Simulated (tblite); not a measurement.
Species: C7H9F3O.
Atom-mapped SMILES: `[F:1][C:2]([F:3])([F:4])[O:5][C@@H:6]1[CH2:7][CH2:8][C:9]12[CH2:10][CH2:11]2` (hydrogens: H12 on C6; H13, H14 on C7; H15, H16 on C8; H17, H18 on C10; H19, H20 on C11)

Geometry (GFN2-xTB, Å), atoms numbered from 1 in this order:
```xyz
20
C7H9F3O angstrom
F      3.1662   -0.1326   -0.6697
C      2.5717    0.8519    0.0358
F      3.1462    1.9903   -0.3381
F      2.9486    0.6298    1.3133
O      1.2742    0.9291   -0.1297
C      0.5329   -0.2606    0.2158
C      0.4133   -1.3209   -0.8924
C     -1.1217   -1.2249   -0.8157
C     -0.9695   -0.0576    0.1489
C     -1.8669    0.3503    1.2722
C     -1.6723    1.2589    0.0950
H      0.9000   -0.6358    1.1760
H      0.8482   -2.2877   -0.6530
H      0.8188   -0.9664   -1.8364
H     -1.6183   -0.9891   -1.7544
H     -1.5941   -2.0987   -0.3702
H     -1.4127    0.6251    2.2119
H     -2.8101   -0.1648    1.3744
H     -2.4820    1.3653   -0.6106
H     -1.0780    2.1492    0.2240
```

Computed with GFN2-xTB (tblite): harmonic, unscaled wavenumbers at the GFN2-xTB geometry, gas phase. This tight-binding method is rough: wavenumbers can miss measured ones by several per cent, in bad cases by 10 to 20. One conformer, not necessarily the lowest.

Harmonic wavenumbers (cm⁻¹): 27.5, 61.4, 78.4, 117.5, 180.9, 243.6, 306.3, 325.6, 382.9, 425.3, 447.4, 548.8, 569.8, 575.0, 601.8, 787.2, 795.9, 829.2, 864.3, 907.3, 921.9, 931.7, 985.5, 997.3, 1028.8, 1043.9, 1068.8, 1077.4, 1090.8, 1106.8, 1108.7, 1120.4, 1143.3, 1178.1, 1204.4, 1225.2, 1237.0, 1238.5, 1260.1, 1311.8, 1408.9, 1424.1, 1449.3, 1472.2, 1505.2, 2929.1, 3001.4, 3015.8, 3029.8, 3037.4, 3089.6, 3092.2, 3101.1, 3119.8.

A = 2113, B = 703.7, C = 619.6 MHz; mass 166.061 u (most abundant isotopes); point group C1, symmetry number 1.

Q: Zero-point energy?

A: Half the sum of the wavenumbers: 33016 cm⁻¹ = 94.40 kcal/mol.

Q: What is S at 273.15 K and 1 bar for an ideal gas of classical rigid rotors and harmonic oscillators?

A: Translation 40.82, rotation 29.97, vibration 28.51: S = 99.3 cal/(mol K).

Q: And Cp and H(273.15 K) − H(0)?

A: Cp = 37.33 cal/(mol K), of which vibrations give 29.38 (their classical limit is 54 R = 107.3); H(273.15 K) − H(0) = 6.12 kcal/mol without the zero-point energy, 3.95 from vibrations.

Q: Which modes carry the vibrational entropy at 273.15 K?

A: 27.5 cm⁻¹: 5.83; 61.4 cm⁻¹: 4.24; 78.4 cm⁻¹: 3.76; 117.5 cm⁻¹: 2.97; 180.9 cm⁻¹: 2.16; 243.6 cm⁻¹: 1.62 cal/(mol K); the other 48 give 7.94 together.

Q: What must be added to the electronic energy to get the Gibbs energy at 273.15 K and 1 bar?

A: ZPE + [H(273.15 K) − H(0)] − T·S = 94.40 + 6.12 − 27.13 = 73.39 kcal/mol.

Hindered rotation and anharmonicity are outside this model. Other conformers, if any are populated, would add a mixing term that is left out. The structure is chiral; the term R ln 2 for an equal mix with its mirror image is left out.
